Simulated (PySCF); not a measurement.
C4H4N, multiplicity 2. Atoms are numbered in the order given.

```xyz
9

C      1.2465     0.0704     0.0000
C      0.5209    -1.0975     0.0000
N     -0.8021    -0.7033     0.0000
C     -0.8930     0.6650     0.0000
C      0.3936     1.1935     0.0000
H      0.8083    -2.1464     0.0000
H     -1.5951    -1.3337     0.0000
H     -1.8614     1.1641     0.0000
H      0.6547     2.2503     0.0000
```
Charge 0, spin multiplicity 2.

The structure is a stationary point at r2SCAN-D4/def2-SVP. The isomer is the one that the SMILES or the coordinates give; other isomers of the formula were not compared.

Calculation: PySCF 2.14.0 with r2SCAN-D4/def2-SVP.

Harmonic, unscaled wavenumbers; measured fundamentals usually lie a few per cent lower.

**Question.** List the normal modes with their intensities. (The exact figures need the calculation; the answer reports its results.)

**Answer.** 
```json
[
 {"mode": "1", "ν (cm⁻¹)": "485", "IR (km/mol)": "61.2", "moving atoms (share of kinetic energy)": "H 70 %, N 24 %"},
 {"mode": "2", "ν (cm⁻¹)": "557", "IR (km/mol)": "13.2", "moving atoms (share of kinetic energy)": "C 66 %, H 28 %"},
 {"mode": "3", "ν (cm⁻¹)": "643", "IR (km/mol)": "0.0", "moving atoms (share of kinetic energy)": "H 45 %, C 42 %, N 13 %"},
 {"mode": "4", "ν (cm⁻¹)": "649", "IR (km/mol)": "18.5", "moving atoms (share of kinetic energy)": "H 54 %, C 43 %"},
 {"mode": "5", "ν (cm⁻¹)": "732", "IR (km/mol)": "82.4", "moving atoms (share of kinetic energy)": "H 81 %, C 19 %"},
 {"mode": "6", "ν (cm⁻¹)": "829", "IR (km/mol)": "3.3", "moving atoms (share of kinetic energy)": "H 79 %, C 21 %"},
 {"mode": "7", "ν (cm⁻¹)": "852", "IR (km/mol)": "2.2", "moving atoms (share of kinetic energy)": "C 87 %, H 10 %"},
 {"mode": "8", "ν (cm⁻¹)": "884", "IR (km/mol)": "3.2", "moving atoms (share of kinetic energy)": "C 47 %, N 35 %, H 17 %"},
 {"mode": "9", "ν (cm⁻¹)": "1032", "IR (km/mol)": "37.0", "moving atoms (share of kinetic energy)": "H 72 %, C 20 %"},
 {"mode": "10", "ν (cm⁻¹)": "1067", "IR (km/mol)": "17.9", "moving atoms (share of kinetic energy)": "H 65 %, C 33 %"},
 {"mode": "11", "ν (cm⁻¹)": "1148", "IR (km/mol)": "3.5", "moving atoms (share of kinetic energy)": "H 80 %, N 11 %, C 9 %"},
 {"mode": "12", "ν (cm⁻¹)": "1191", "IR (km/mol)": "0.2", "moving atoms (share of kinetic energy)": "C 72 %, N 17 %, H 10 %"},
 {"mode": "13", "ν (cm⁻¹)": "1228", "IR (km/mol)": "9.9", "moving atoms (share of kinetic energy)": "H 65 %, C 33 %"},
 {"mode": "14", "ν (cm⁻¹)": "1404", "IR (km/mol)": "0.4", "moving atoms (share of kinetic energy)": "C 75 %, H 19 %"},
 {"mode": "15", "ν (cm⁻¹)": "1454", "IR (km/mol)": "6.1", "moving atoms (share of kinetic energy)": "C 50 %, N 30 %, H 20 %"},
 {"mode": "16", "ν (cm⁻¹)": "1489", "IR (km/mol)": "11.4", "moving atoms (share of kinetic energy)": "C 66 %, H 21 %, N 13 %"},
 {"mode": "17", "ν (cm⁻¹)": "1538", "IR (km/mol)": "2.3", "moving atoms (share of kinetic energy)": "C 69 %, H 24 %"},
 {"mode": "18", "ν (cm⁻¹)": "3247", "IR (km/mol)": "0.0", "moving atoms (share of kinetic energy)": "H 92 %, C 8 %"},
 {"mode": "19", "ν (cm⁻¹)": "3266", "IR (km/mol)": "0.6", "moving atoms (share of kinetic energy)": "H 91 %, C 9 %"},
 {"mode": "20", "ν (cm⁻¹)": "3276", "IR (km/mol)": "0.6", "moving atoms (share of kinetic energy)": "H 91 %, C 9 %"},
 {"mode": "21", "ν (cm⁻¹)": "3649", "IR (km/mol)": "69.3", "moving atoms (share of kinetic energy)": "H 93 %"}
]
```
